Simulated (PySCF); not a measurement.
C2H7NOSi.
SMILES: `C=NCO[SiH3]`

Jobs on this species (12 atoms, 48 electrons) with PySCF (density fitting). Hardware of each: an Arm Neoverse V1 with one thread, no GPU, on a shared host. The host was shared with other jobs, so the times are rough. Peak memory is the resident size of the whole Python process, interpreter and libraries included.

```tsv
level and settings	work	basis functions	SCF cycles	wall time	peak memory
delta-SCF UKS B3LYP, pcX-2 on the ionised atom, pcseg-1 elsewhere, spin-free X2C	ΔSCF core ionisation, 6 holes	151	?	?	?
PBE0-D3(BJ)/def2-SVP, grid level 1	geometry optimisation from a GFN2-xTB start shaken at random	109	?	?	?
delta-SCF UKS SCAN, def2-TZVP on the ionised atom, pcseg-1 elsewhere, spin-free X2C	ΔSCF core ionisation, 6 holes	128	100	28 s	0.56 GiB
delta-SCF UKS PBE0, pcX-2 on the ionised atom, pcseg-1 elsewhere, spin-free X2C	ΔSCF core ionisation, 6 holes	151	92	35 s	0.56 GiB
delta-SCF UKS PBE, pcX-2 on the ionised atom, pcseg-1 elsewhere, spin-free X2C	ΔSCF core ionisation, 6 holes	151	99	19 s	0.56 GiB
delta-SCF UKS SCAN, pcX-2 on the ionised atom, pcseg-1 elsewhere, spin-free X2C	ΔSCF core ionisation, 6 holes	151	100	30 s	0.54 GiB
delta-SCF UKS SCAN, pcX-1 on the ionised atom, pcseg-1 elsewhere, spin-free X2C	ΔSCF core ionisation, 6 holes	131	99	25 s	0.56 GiB
delta-SCF UKS HF, pcX-2 on the ionised atom, pcseg-1 elsewhere, spin-free X2C	ΔSCF core ionisation, 6 holes	151	91	20 s	0.56 GiB
delta-SCF UKS SCAN, pcX-2 on the ionised atom, pcseg-1 elsewhere, non-relativistic	ΔSCF core ionisation, 6 holes	151	99	29 s	0.56 GiB
```

Problem. Fill in the missing figures.

Solution. 
- delta-SCF UKS B3LYP, pcX-2 on the ionised atom, pcseg-1 elsewhere, spin-free X2C; ΔSCF core ionisation, 6 holes: 35 s, 0.56 GiB, 91 SCF cycles
- PBE0-D3(BJ)/def2-SVP, grid level 1; geometry optimisation from a GFN2-xTB start shaken at random: 23 s, 0.44 GiB, 41 SCF cycles

Problem. What do all jobs in the table cost together?

Solution. About 4.1 min; the longest takes about 14 % of that, and about 1.8 times as long as the shortest.
